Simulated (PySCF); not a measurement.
Computed IR spectrum (relative IR intensity) of a molecule C4H9FSi. The structure is a stationary point at PBE-D3(BJ)/def2-SVP. One conformer was computed; it need not be the lowest. All values below come from PBE-D3(BJ)/def2-SVP (PySCF 2.14.0). Frequencies are harmonic and unscaled.

| ν (cm⁻¹) | relative intensity |
|---|---|
| 341 | 3.6 |
| 369 | 2.4 |
| 581 | 10 |
| 615 | 13 |
| 652 | 7.5 |
| 780 | 9.2 |
| 874 | 100 |
| 896 | 12 |
| 906 | 27 |
| 952 | 11 |
| 1093 | 18 |
| 1128 | 5.1 |
| 1211 | 7.3 |
| 1231 | 4.7 |
| 1390 | 3.3 |
| 1430 | 2.5 |
| 2155 | 33 |
| 2176 | 48 |
| 2185 | 50 |
| 2987 | 18 |
| 2991 | 2.4 |
| 3009 | 11 |
| 3050 | 4.4 |
| 3052 | 5.3 |
| 3073 | 12 |

**Question.** Identify the compound among the candidates.
A) C[Si@@H](F)C1CC1
B) C[C@]1(F)CC[SiH2]1
C) F[C@H]1C[C@@H]([SiH3])C1
D) FC1([SiH3])CCC1

**Answer.** D, FC1([SiH3])CCC1
